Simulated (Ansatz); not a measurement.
Calculated with Ansatz (gas phase, PBE0-D4/def2-TZVP geometries, no zero-point term in ΔE). CCSD(T)/CBS adds triple-zeta CCSD(T) − MP2 to the extrapolated MP2 energy (def2 sets, frozen cores). This one scheme is used for every species. DFT in def2-TZVPP. def2 core potentials past Kr. For In outer-core shells are correlated without core-valence functions, which leaves a few kJ/mol of doubt a bond. One conformer a species, not always the lowest.

Reaction (substitution at a C–N bond): `CN(C)N` + `[OH][In]([OH])[SH]` → `C[O][In]([OH])[SH]` + `CNN`

`CN(C)N`:

Cartesian coordinates in Å:
```
C -1.186 -0.596 -0.334
N -0.230 0.164 0.434
C 1.076 -0.452 0.432
N -0.205 1.490 -0.049
H -1.274 -1.601 0.086
H -0.896 -0.693 -1.397
H -2.156 -0.103 -0.286
H 1.514 -0.506 -0.583
H 1.755 0.121 1.068
H 1.011 -1.467 0.830
H 0.191 2.081 0.672
H 0.400 1.561 -0.872
```

`[OH][In]([OH])[SH]`:

Cartesian coordinates in Å:
```
O 1.372 -1.193 0.937
In 0.015 -0.052 0.061
O 0.684 0.924 -1.518
S -2.230 0.199 0.752
H 1.042 -1.666 1.704
H 1.610 0.732 -1.687
H -2.493 1.057 -0.249
```

`C[O][In]([OH])[SH]`:

```xyz
10

C     1.086    1.473   -0.468
O     0.889    0.089   -0.639
In   -0.594   -0.861    0.243
O    -1.825    0.329    1.230
S    -0.787   -3.205    0.023
H     0.155    2.032   -0.313
H     1.745    1.679    0.385
H     1.569    1.869   -1.368
H    -2.561   -0.135    1.637
H     0.325   -3.271   -0.730
```

`CNN`:

Z-matrix (Å, degrees):
```
C
N 1 1.445
H 1 1.093 2 108.8
H 1 1.102 2 114.0 3 121.0
H 1 1.091 2 109.0 3 -118.4
N 2 1.412 1 110.6 3 -178.7
H 2 1.015 1 109.7 3 -55.4
H 6 1.017 2 112.5 1 83.6
H 6 1.011 2 108.7 1 -156.0
```

```tsv
species	r2SCAN-D4 energy (Eh)
`CN(C)N`	-190.44674
`[OH][In]([OH])[SH]`	-740.70700
`C[O][In]([OH])[SH]`	-779.98727
`CNN`	-151.14642
```

Problem. Work out ΔE.

Solution. ΔE = (-779.98727) + (-151.14642) − (-190.44674) − (-740.70700) = 0.02005 Eh = +0.55 eV. CCSD(T)/CBS gives +0.56 eV.

Largest T1 diagnostic among the species: 0.016.

In def2-TZVPP, CCSD(T) changes the Hartree–Fock value by +0.14 eV (the triples alone add +0.02 eV) and MP2 by +0.20 eV.
